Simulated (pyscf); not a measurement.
Elementary routes open to `[GeH3]` [doublet] + `[Cl][SiH2][Cl]` in the gas phase (doublet surface):
A. `[Cl][GeH3]` + `[SiH2][Cl]` [doublet] (Cl–Si broken; Cl–Ge formed)
B. `[GeH4]` + `[Cl][SiH][Cl]` [doublet] (H–Si broken; Ge–H formed)

Structures and frequencies: ωB97X-D3(BJ)/def2-SVP in PySCF.

Problem. Rank the routes by free-energy barrier at 298 K, lowest first, for ωB97M-D3(BJ)/def2-TZVP energies (ideal gas, 1 atm, RRHO with modes under 100 cm⁻¹ raised to 100, one conformer, R ln 2 for chiral ones without a mode under 150 cm⁻¹).

Solution. B (81.1 kJ/mol), A (143.1 kJ/mol)

Route B is the fastest of these, ahead of the next by 62.0 kJ/mol. The most stable products are those of B (ΔG = +32.7 kJ/mol), so kinetics and thermodynamics agree. At 1200 K B is still the fastest. Only these routes are compared; each barrier is that of the saddle found, and lower ones may exist. Elements up to Kr have no core potential and no relativistic terms here.
